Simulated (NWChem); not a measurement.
System: C$_{2}$H$_{7}$FSi; SMILES C[C@@H](F)[SiH3]

```xyz
11

C      1.1503    -1.2831     0.1299
C     -0.0352    -0.5003    -0.3889
F     -1.2051    -1.0306     0.1496
Si    -0.0158     1.3620     0.0380
H      1.2331    -1.1998     1.2244
H      1.0459    -2.3496    -0.1238
H      2.0869    -0.9147    -0.3160
H     -0.1009    -0.6141    -1.4875
H     -1.2566     2.0075    -0.4819
H      0.0527     1.5292     1.5207
H      1.1794     2.0078    -0.5894
```
Atoms are numbered in this order, from 1.

Program: NWChem. Structure relaxed at the PBE0/def2-SVP level. Level: PBE0/def2-SVP with SMD (1 M gas to 1 M solution), gas-phase geometry. Reactions with the solvent are ignored.

**Question.** Estimate the computed values for solvent toluene. Quantities: solvation free energy (kcal/mol); cavity-dispersion-structure term (kcal/mol); dipole in solution (D).

**Answer.** 
```yaml
solvation free energy (kcal/mol): -2.2
cavity-dispersion-structure term (kcal/mol): -0.7
dipole in solution (D): 1.90
```
